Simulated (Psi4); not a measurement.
H2P (SMILES [PH2-]), charge -1, singlet, at a GFN2-xTB geometry (a gas-phase anion, which may not be bound at this level); Psi4 with BLYP/6-311G**.

Here is a job for Psi4.
```
memory 2 GB

molecule mol {
-1 1
P    -0.001499    0.074311    0.082110
H     0.970783   -0.554794   -0.600600
H    -0.948298   -0.559867   -0.631046
}

set {
  basis 6-311g**
  reference rks
  scf_initial_accelerator none
}

energy('blyp')
print_variables()
```

Problem. Write the output that Psi4 gives for this input, abridged.

Solution. 
```
   => Loading Basis Set <=

    Name: 6-311G**
    Role: ORBITAL
    Keyword: BASIS

         ---------------------------------------------------------
                                   SCF
               by Justin Turney, Rob Parrish, Andy Simmonett
                          and Daniel G. A. Smith
                              RKS Reference
         ---------------------------------------------------------

  ==> Geometry <==

    Molecular point group: cs
    Full point group: Cs

    Geometry (in Angstrom), charge = -1, multiplicity = 1:

       Center              X                  Y                   Z               Mass
    ------------   -----------------  -----------------  -----------------  -----------------
         P           -0.057514504452     0.000778533841     0.000000000000    30.973761998420
         H            0.870814507754    -0.971540126757     0.000000000000     1.007825032230
         H            0.896794467414     0.947613233583     0.000000000000     1.007825032230

  Running in cs symmetry.

  Rotational constants: A =     10.05099  B =      9.08118  C =      4.77075 [cm^-1]
  Rotational constants: A = 301321.04847  B = 272247.00620  C = 143023.57442 [MHz]
  Nuclear repulsion =   12.084877016395000

  Charge       = -1
  Multiplicity = 1
  Electrons    = 18
  Nalpha       = 9
  Nbeta        = 9

  ==> Algorithm <==

  SCF Algorithm Type is DF.
  DIIS enabled.
  MOM disabled.
  Fractional occupation disabled.
  Guess Type is SAD.
  Energy threshold   = 1.00e-06
  Density threshold  = 1.00e-06
  Integral threshold = 1.00e-12

  ==> Primary Basis <==

  Basis Set: 6-311G**
    Blend: 6-311G**
    Number of shells: 20
    Number of basis functions: 38
    Number of Cartesian functions: 39
    Spherical Harmonics?: true
    Max angular momentum: 2

  ==> DFT Potential <==

   => LibXC <=

    Version 7.1.2
    S. Lehtola, C. Steigemann, M. J. T. Oliveira, and M. A. L. Marques,  SoftwareX 7, 1–5 (2018) (10.1016/j.softx.2017.11.002)

   => Composite Functional: BLYP <=

    BLYP GGA Exchange-Correlation Functional

    P.J. Stephens et. al., J. Phys. Chem., 98, 11623-11627, 1994
    B. Miehlich et. al., Chem. Phys. Lett., 157(3), 200-206 1989

    Deriv               =              1
    GGA                 =           TRUE
    Meta                =          FALSE

    Exchange Hybrid     =          FALSE
    MP2 Hybrid          =          FALSE

   => Exchange Functionals <=

    1.0000     XC_GGA_X_B88

[...]
   @DF-RKS iter   3:  -342.53404114470783   -4.98956e-01   2.28830e-03 DIIS
   @DF-RKS iter   4:  -342.53746639872969   -3.42525e-03   1.00890e-03 DIIS
   @DF-RKS iter   5:  -342.53815691673151   -6.90518e-04   1.72061e-04 DIIS
   @DF-RKS iter   6:  -342.53818046676997   -2.35500e-05   8.88661e-06 DIIS
   @DF-RKS iter   7:  -342.53818051153911   -4.47691e-08   1.15688e-06 DIIS
   @DF-RKS iter   8:  -342.53818051246066   -9.21546e-10   1.77517e-07 DIIS
  Energy and wave function converged.

  ==> Post-Iterations <==

   Electrons on quadrature grid:
      Ntotal   =   17.9999961851 ; deviation = -3.815e-06

    Orbital Energies [Eh]
    ---------------------

    Doubly Occupied:

[...]
    Virtual:

[...]
    Final Occupation by Irrep:
             Ap   App
    DOCC [     7,    2 ]
    NA   [     7,    2 ]
    NB   [     7,    2 ]

  @DF-RKS Final Energy:  -342.53818051246066

   => Energetics <=

    Nuclear Repulsion Energy =             12.0848770163949997
    One-Electron Energy =                -501.8503563038979678
    Two-Electron Energy =                 171.3997458875231246
    DFT Exchange-Correlation Energy =     -24.1724471124808460
    Empirical Dispersion Energy =           0.0000000000000000
    VV10 Nonlocal Energy =                  0.0000000000000000
    Total Energy =                       -342.5381805124606558

Computation Completed

Properties will be evaluated at   0.000000,   0.000000,   0.000000 [a0]

Properties computed using the SCF density matrix

 Multipole Moments:

 ------------------------------------------------------------------------------------
     Multipole            Electronic (a.u.)      Nuclear  (a.u.)        Total (a.u.)
 ------------------------------------------------------------------------------------

 L = 1.  Multiply by 2.5417464519 to convert [e a0] to [Debye]
 Dipole X            :         -1.4152303            1.7099969            0.2947666
 Dipole Y            :          0.0191561           -0.0231470           -0.0039910
 Dipole Z            :          0.0000000            0.0000000            0.0000000
 Magnitude           :                                                    0.2947936

 ------------------------------------------------------------------------------------

  Variable Map:
  ----------------------------------------------------------------------------
[...]
  Array Variable Map:
  ----------------------------------------------------------------------------
[...]
[...]
```
